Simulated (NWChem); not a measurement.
# GeSiH$_{5}$OCl; SMILES O[Si@H](Cl)[GeH3]

```xyz
9

O     -1.9215     1.0893    -0.3479
Si    -0.5187     0.7073     0.4499
Cl     1.0277     1.9764    -0.1262
Ge     0.2118    -1.5043    -0.0449
H     -1.9361     0.9605    -1.3014
H     -0.8006     0.9525     1.8860
H     -0.8332    -2.5429     0.4030
H      1.5499    -1.8096     0.6481
H      0.4040    -1.6385    -1.5677
```
Atoms are numbered in this order, from 1.

Computed with NWChem. Pople sets run with spherical d functions. Geometry: optimised at PBE0/def2-SVP.

Question: Predict the results for RPBE/6-31G*. Quantities: highest occupied level (eV); orbital gap (eV); dipole (D).

Answer: The highest occupied level (eV) is -6.69. The orbital gap (eV) is 5.86 and the dipole (D) comes out as 1.69.
